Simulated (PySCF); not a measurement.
Potential energy curve for CH5Al, SMILES [CH3][AlH2]. The C1–Al5 bond (C1 also carries H, H, H; Al5 carries H, H) is pulled apart rigidly from the PBE0/def2-TZVP optimised geometry.

Levels: RKS-B3LYP = restricted B3LYP/def2-TZVP in PySCF 2.14.0; UKS-B3LYP = unrestricted B3LYP/def2-TZVP (PySCF); RHF/def2-TZVP (PySCF).

Magnitude of the dipole moment (D; its direction can reverse along the curve, and a method can change to another solution) and Mulliken charge of the fragment that holds C1:

| R / Å | μ RKS-B3LYP | q RKS-B3LYP | μ UKS-B3LYP | q UKS-B3LYP | μ RHF | q RHF |
|---|---|---|---|---|---|---|
| 1.46 | 2.07 | 0.03 | 2.07 | 0.03 | 2.07 | -0.10 |
| 1.57 | 1.75 | -0.03 | 1.75 | -0.03 | 1.74 | -0.17 |
| 1.68 | 1.44 | -0.09 | 1.44 | -0.09 | 1.41 | -0.21 |
| 1.77 | 1.20 | -0.13 | 1.20 | -0.13 | 1.16 | -0.23 |
| 1.83 | 1.04 | -0.15 | 1.04 | -0.15 | 1.00 | -0.24 |
| 1.91 | 0.83 | -0.17 | 0.83 | -0.17 | 0.79 | -0.26 |
| 1.95 | 0.73 | -0.19 | 0.73 | -0.19 | 0.69 | -0.26 |
| 2.02 | 0.57 | -0.21 | 0.57 | -0.21 | 0.52 | -0.28 |
| 2.06 | 0.47 | -0.22 | 0.47 | -0.22 | 0.42 | -0.28 |
| 2.15 | 0.28 | -0.24 | 0.28 | -0.24 | 0.22 | -0.30 |
| 2.26 | 0.05 | -0.26 | 0.05 | -0.26 | 0.01 | -0.31 |
| 2.43 | 0.27 | -0.28 | 0.27 | -0.28 | 0.33 | -0.31 |
| 2.60 | 0.54 | -0.29 | 0.54 | -0.29 | 0.62 | -0.31 |
| 2.96 | 1.01 | -0.27 | 1.01 | -0.27 | 1.15 | -0.27 |
| 3.22 | 1.27 | -0.24 | 1.27 | -0.24 | 1.48 | -0.25 |
| 3.55 | 1.53 | -0.21 | 0.66 | -0.15 | 1.86 | -0.22 |
| 3.91 | 1.73 | -0.18 | 0.09 | -0.08 | 2.20 | -0.20 |
| 4.34 | 1.91 | -0.16 | 0.47 | -0.04 | 2.56 | -0.19 |
| 4.73 | 2.03 | -0.15 | 0.81 | -0.02 | 2.83 | -0.18 |
| 5.24 | 2.17 | -0.14 | 1.04 | -0.01 | 3.12 | -0.18 |
| 5.80 | 2.32 | -0.13 | 1.12 | 0.00 | 3.39 | -0.17 |

At the longest distance RKS-B3LYP leaves fractional charges on the fragments, a sign of delocalisation error or of the restricted form. The restricted form behind RKS-B3LYP, RHF keeps the bonding electrons paired and can't separate into open-shell fragments. The unrestricted determinant behind UKS-B3LYP is spin-contaminated at 3.55 to 5.80 Å (<S²> up to 1.0, against 0.00 for a pure singlet).
